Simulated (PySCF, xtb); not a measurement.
BeF2, SMILES [F][Be][F].

Harmonic wavenumbers (cm⁻¹) from GFN2-xTB run with xtb at its own minimum, in rising order: 238, 238, 697, 1532.

Q: What does PySCF with r2SCAN-D4/def2-TZVP give at its own minimum? (Estimate from the structure and the level; the computed values follow.)

A: 345, 345, 716, 1558. Paired by order, the mean absolute difference is 64 cm⁻¹ and the zero-point energies are 3.9 and 4.2 kcal/mol.
